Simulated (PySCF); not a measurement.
**Correlation energy of F (fluorine, neutral)**

[He] 2s2 2p5, 2P determinant. Calculation: PySCF 2.14, in dyall-acv3z (15s9p4d2f, 76 functions); no relativity, point nucleus. Frozen: 1s2; 7 electrons correlated; the 19 highest virtual orbitals of each spin left out.

MP2 pair energies summed by pair of shells (mhartree):

```
 pair   energy  share (%)
2p-2p  -127.93       60.4
2s-2p   -73.11       34.5
2s-2s   -10.92        5.2
```

Total MP2 correlation energy: -211.95 mhartree.

Same-spin part -50.82 and opposite-spin part -161.13 mhartree; SCS-MP2 scales them by 1/3 and 6/5 to -210.30 mhartree.
